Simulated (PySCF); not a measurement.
Input file for PySCF: R-MP2/6-31G* on HCl (SMILES Cl).

```python
from pyscf import gto, scf, dft, mp
from pyscf.data.elements import chemcore

mol = gto.M(
    atom='''
    Cl    0.16520819    0.05211868   -0.13614396
    H     0.21537761    0.50856112    1.07035412
    ''',
    basis='6-31g*',
    cart=True,
    charge=0, spin=0, verbose=3, max_memory=1800)
mf = scf.RHF(mol)
mf.conv_tol = 1e-8
mf.max_cycle = 100
mf.kernel()
if not mf.converged:
    mf = mf.newton().run(mf.mo_coeff, mf.mo_occ)
pt = mp.MP2(mf, frozen=chemcore(mol)).run()
```

Program output:

```
converged SCF energy = -460.059584940215
E(RMP2) = -460.192286061885  E_corr = -0.13270112167059
E(SCS-RMP2) = -460.191036519691  E_corr = -0.131451579476098
```

The calculation finished and met its thresholds.

Cost: around 0.19 core-seconds (rough).
